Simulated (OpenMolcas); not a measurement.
## Rh5+: moving or changing the point charges

Rh5+ among 4 point charges of -1.5 e arranged as a tetrahedron (Td), 2.19 Å from the ion.

```json
{
  "Program": "OpenMolcas 26.06",
  "Method": "SS-CASPT2, IPEA 0.25 Eh, imaginary shift 0.1 Eh (closed shells correlated: 4s 4p)",
  "Basis": "ANO-RCC-VDZP [6s5p3d1f]",
  "Scalar Hamiltonian": "DKH2, point nucleus",
  "Active space": "4 electrons in 5 orbitals (4d)",
  "State averaging": "2S+1 = 5 even, 5 roots; 2S+1 = 3 even, 45 roots; 2S+1 = 1 even, 50 roots",
  "Spin-orbit coupling": "RASSI with atomic mean-field integrals over the reference wave functions"
}
```

Runs around this geometry, states (labels of Td). Energies in cm-1 above the lowest state or level, χT in cm3 K/mol; under a threefold ground state the first gap can be a small split of the lowest multiplet, not the spin-orbit step.

```csv
R (Å),q (e),Ground state,First state of that spin,First gap with spin-orbit (degeneracies),χT at 300 K,First state of another spin
2.19,-0.98,5T2,5E 840,"700 (1, 3)",0.461,3T1 20650
2.02,-1.5,5T2,5E 1850,"660 (1, 3)",0.524,3T1 20380
2.19,-1.5,5T2,5E 1330,"680 (1, 3)",0.488,3T1 20660
2.32,-1.5,5T2,5E 1000,"700 (1, 3)",0.469,3T1 20680
```

Taking the first state of the same spin as R^-n, n = -ln(1000 / 1850) / ln(2.32 / 2.02) = 4.4 between the shortest and longest distance.

Roots that are degenerate in the reference are averaged as groups; the widest CASPT2 spread within a group is 290 cm-1 (the 3-fold group of multiplicity 3 near 51100 cm-1 above the lowest state of its run, R = 2.19, q = -1.5). Shifts and gaps below about the spread of the groups concerned are not significant. Point charges give a weaker field than real ligands, and real ions of this kind are as a rule low spin; the high spin found here belongs to the model. The ground term spreads over less than 5000 cm-1, several times less than with real ligands, so orbital moments are less quenched and χT lies further from the spin-only value than at real sites. Free-ion shares, where given, are those of the reference states; single-state CASPT2 does not remix them. Spin-orbit coupling mixes the spin-free states strongly: the lowest level takes only 65 % from its leading state, 5T2 (figures for R = 2.19, q = -0.98; the like holds for R = 2.19, q = -1.5, R = 2.32, q = -1.5). An orbital triplet at a regular site is open to Jahn-Teller coupling, which can distort the site and quench the lowest spin-orbit gaps and is left out (holds for R = 2.02, q = -1.5). Point charges carry no covalency, so the field is a model and not that of real ligands. No measured value stands beside these numbers.
